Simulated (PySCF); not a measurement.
**LDA on Fe⁺ (iron, charge +1)**

Configuration: [Ar] 3d5 4s1 5s1, high-spin 8S determinant (an excited configuration). All numbers are calculated (PySCF 2.14, no relativity, point nucleus, in aug-cc-pVTZ).

```
Total energy                                     : -1260.403 hartree
One-electron energy                              : -1725.217 hartree
Hartree (Coulomb) energy                         : 517.357 hartree
Exchange-correlation energy                      : -52.543 hartree
Kinetic energy                                   : 1260.76556 hartree
⟨S²⟩                                             : 15.7503
⟨L²⟩                                             : 0.000
Sum of ⟨r⟩                                       : 22.06 bohr
Sum of ⟨r²⟩                                      : 57.99 bohr²
Density at the nucleus (Gaussians lack the cusp) : 11800 bohr⁻³
Spin density at the nucleus                      : 9.75 bohr⁻³
Langevin diamagnetic susceptibility              : -45.9 ×10⁻⁶ cm³/mol
```

| shell | electrons | mean orbital energy (eV) | rms radius, mean of both spins (bohr) |
| --- | --- | --- | --- |
| 1s α | 1 | -6937.6 | 0.0685 |
| 1s β | 1 | -6937.5 | 0.0685 |
| 2s α | 1 | -826.41 | 0.294 |
| 2s β | 1 | -823.52 | 0.294 |
| 2p α | 3 | -716.91 | 0.262 |
| 2p β | 3 | -714.67 | 0.262 |
| 3s α | 1 | -113.67 | 0.876 |
| 3s β | 1 | -107.85 | 0.876 |
| 3p α | 3 | -81.522 | 0.925 |
| 3p β | 3 | -75.796 | 0.925 |
| 3d α | 5 | -29.042 | 1.13 |
| 4s α | 1 | -18.425 | 2.59 |
| 5s α | 1 | -5.827 | 6.14 |

The outer electron is Rydberg-like, and this basis confines it to a smaller radius and binds it less than a complete one would.
